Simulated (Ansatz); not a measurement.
Relaxation of BCl2H3S (7 atoms, charge 0, multiplicity 1), to a largest force component of 0.03 eV/Å in at most 50 steps.

Level of theory: Ansatz 0.2.0, RKS BLYP-D4/def2-SVP.

```xyz
7
Properties=species:S:1:pos:R:3
B -0.039 -0.536 -0.402
Cl -0.192 0.216 2.567
H 0.966 0.126 -0.394
Cl -1.574 0.152 -0.922
S 0.155 -2.352 -0.030
H -1.159 -2.696 -0.178
H -0.029 -1.069 2.222
```

Problem. Where does it end, and by what steps?

Solution. The run converged. After 8 steps the energy has fallen by 0.081 eV; Cl2 moved furthest, 0.39 Å.

```csv
step,energy less start (eV),largest force component (eV/Å),accepted
0,0.0000,0.808,yes
1,-0.0417,0.827,yes
2,-0.0273,0.961,no
3,-0.0754,0.108,yes
4,-0.0774,0.050,yes
5,-0.0788,0.213,yes
6,-0.0807,0.059,yes
7,-0.0809,0.057,yes
8,-0.0812,0.028,yes
```

```xyz
7
Properties=species:S:1:pos:R:3
B -0.028 -0.559 -0.545
Cl -0.228 0.075 2.927
H 0.974 0.107 -0.570
Cl -1.562 0.128 -1.075
S 0.149 -2.271 0.016
H -1.162 -2.644 -0.094
H -0.017 -0.995 2.204
```

Whether the end is a true minimum wasn't checked by a vibrational analysis.

The run took 25 s on 1 thread of Arm Neoverse V1, with other jobs on the host, peak memory 0.12 GiB.
